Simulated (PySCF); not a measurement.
## How methods differ on the excitation energy of V²⁺

V²⁺ [Ar] 3d3 (4F) → V²⁺ [Ar] 3d2 4p1 (high-spin determinant), as a difference of total energies. Calculation: PySCF 2.14, in x2c-QZVPPall with one added diffuse shell each of s, p, d, f, g type (12s8p6d4f3g, 121 functions); the spin-free X2C one-electron Hamiltonian (Gaussian nucleus). Correlated levels: valence: [Ar] frozen; valence and next inner shell: [Ne] frozen. The calculations carry no spin-orbit coupling.

| method | excitation energy (eV) |
| --- | --- |
| UHF | 10.184 |
| LDA | 10.787 |
| PBE | 10.594 |
| PBE0 | 10.673 |
| r2SCAN | 10.850 |
| BLYP | 10.508 |
| B2PLYP | 10.573 |
| LC-wPBE | 11.025 |
| MP2 (valence) | 10.448 |
| SCS-MP2 (valence) | 10.272 |
| MP2 (valence and next inner shell) | 10.745 |
| SCS-MP2 (valence and next inner shell) | 10.573 |

Question: How much does correlation contribute at MP2 (valence and next inner shell)?

Answer: 10.745 − (10.184) = 0.561 eV, measured against UHF.

A first-order spin-orbit estimate (lowest level to lowest level, LS coupling) adds -0.033 eV.

The determinant of the upper state mixes LS terms, which raises its energy above the lowest term, most at the Hartree-Fock and MP2 levels.
